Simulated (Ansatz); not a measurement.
Born–Oppenheimer molecular dynamics of C₃H₅B (9 atoms, charge 0, multiplicity 1). It starts from a relaxed structure.

The calculation used UKS PBE0/STO-3G (Ansatz).

```yaml
ensemble: NVT, Langevin thermostat
time_step: 1 fs
steps_asked: 115
set_temperature: 200 K
friction: 0.02 /fs
seed: 273570
```

Frames 2 fs apart, positions in Å.

Velocities at 80 fs (Å/ps):

```
B 3.88 0.17 3.39
C -3.31 -0.28 4.37
C 0.07 0.00 6.08
C -2.09 4.47 -0.02
H 8.79 0.38 22.68
H -9.97 -13.69 -7.56
H -4.61 -11.09 -3.14
H 16.09 -1.41 -31.58
H -14.17 3.64 -9.01
```

```xyz
9
Properties=species:S:1:pos:R:3 time_fs=80 energy_less_start_eV=0.183 T=180
B -0.359 1.353 -2.435
C 0.093 0.833 -1.281
C 0.321 0.400 0.146
C -0.704 -0.585 0.789
H 1.319 -0.072 0.267
H 0.343 1.327 0.740
H -0.777 -1.474 0.083
H -0.317 -0.788 1.811
H -1.679 -0.089 0.877
9
Properties=species:S:1:pos:R:3 time_fs=82 energy_less_start_eV=0.200 T=194
B -0.353 1.352 -2.428
C 0.085 0.833 -1.271
C 0.322 0.401 0.157
C -0.709 -0.577 0.786
H 1.335 -0.063 0.305
H 0.326 1.306 0.738
H -0.786 -1.482 0.107
H -0.292 -0.803 1.747
H -1.705 -0.089 0.850
9
Properties=species:S:1:pos:R:3 time_fs=84 energy_less_start_eV=0.134 T=246
B -0.347 1.350 -2.418
C 0.074 0.832 -1.257
C 0.326 0.400 0.164
C -0.712 -0.570 0.775
H 1.330 -0.037 0.327
H 0.319 1.321 0.776
H -0.803 -1.463 0.176
H -0.282 -0.838 1.723
H -1.717 -0.104 0.829
9
Properties=species:S:1:pos:R:3 time_fs=86 energy_less_start_eV=0.211 T=191
B -0.343 1.348 -2.406
C 0.064 0.829 -1.238
C 0.331 0.400 0.167
C -0.715 -0.560 0.762
H 1.319 -0.009 0.332
H 0.313 1.344 0.813
H -0.824 -1.460 0.224
H -0.289 -0.887 1.735
H -1.713 -0.128 0.826
9
Properties=species:S:1:pos:R:3 time_fs=88 energy_less_start_eV=0.194 T=195
B -0.342 1.346 -2.395
C 0.057 0.822 -1.218
C 0.333 0.404 0.169
C -0.713 -0.549 0.753
H 1.332 0.007 0.332
H 0.301 1.344 0.821
H -0.840 -1.505 0.215
H -0.330 -0.921 1.743
H -1.724 -0.136 0.837
9
Properties=species:S:1:pos:R:3 time_fs=90 energy_less_start_eV=0.205 T=212
B -0.340 1.342 -2.382
C 0.049 0.815 -1.204
C 0.332 0.412 0.174
C -0.710 -0.546 0.749
H 1.377 0.013 0.317
H 0.290 1.320 0.794
H -0.843 -1.533 0.171
H -0.398 -0.922 1.742
H -1.738 -0.138 0.856
9
Properties=species:S:1:pos:R:3 time_fs=92 energy_less_start_eV=0.202 T=202
B -0.336 1.336 -2.365
C 0.040 0.807 -1.199
C 0.331 0.420 0.182
C -0.713 -0.553 0.746
H 1.396 0.021 0.290
H 0.286 1.297 0.768
H -0.827 -1.494 0.137
H -0.458 -0.903 1.750
H -1.730 -0.130 0.861
9
Properties=species:S:1:pos:R:3 time_fs=94 energy_less_start_eV=0.132 T=242
B -0.331 1.332 -2.348
C 0.031 0.800 -1.197
C 0.334 0.422 0.188
C -0.716 -0.567 0.747
H 1.363 0.032 0.266
H 0.288 1.325 0.787
H -0.800 -1.423 0.121
H -0.501 -0.888 1.775
H -1.695 -0.112 0.846
9
Properties=species:S:1:pos:R:3 time_fs=96 energy_less_start_eV=0.233 T=176
B -0.326 1.331 -2.333
C 0.024 0.791 -1.192
C 0.335 0.423 0.191
C -0.717 -0.578 0.754
H 1.319 0.035 0.257
H 0.298 1.385 0.825
H -0.777 -1.400 0.080
H -0.521 -0.880 1.791
H -1.675 -0.079 0.816
9
Properties=species:S:1:pos:R:3 time_fs=98 energy_less_start_eV=0.231 T=151
B -0.326 1.330 -2.325
C 0.021 0.785 -1.183
C 0.329 0.430 0.195
C -0.718 -0.584 0.762
H 1.336 0.015 0.261
H 0.319 1.411 0.827
H -0.766 -1.429 0.023
H -0.520 -0.884 1.795
H -1.683 -0.043 0.778
9
Properties=species:S:1:pos:R:3 time_fs=100 energy_less_start_eV=0.237 T=131
B -0.326 1.332 -2.322
C 0.019 0.781 -1.174
C 0.324 0.442 0.202
C -0.720 -0.589 0.766
H 1.371 -0.018 0.266
H 0.349 1.379 0.791
H -0.763 -1.443 0.013
H -0.504 -0.900 1.787
H -1.692 -0.025 0.745
9
Properties=species:S:1:pos:R:3 time_fs=102 energy_less_start_eV=0.238 T=145
B -0.329 1.335 -2.326
C 0.017 0.777 -1.165
C 0.324 0.447 0.212
C -0.723 -0.593 0.765
H 1.362 -0.029 0.280
H 0.379 1.343 0.771
H -0.776 -1.431 0.058
H -0.482 -0.931 1.781
H -1.679 -0.040 0.715
```

Of the whole run (115 fs, mean temperature of the second half 181 K): A run of 0.12 ps of so small a system gives no equilibrium averages. Limits of this set-up: minimal basis.

The run took 7.8 min on 1 thread of Arm Neoverse V1, on a shared host, peak memory 0.099 GiB.
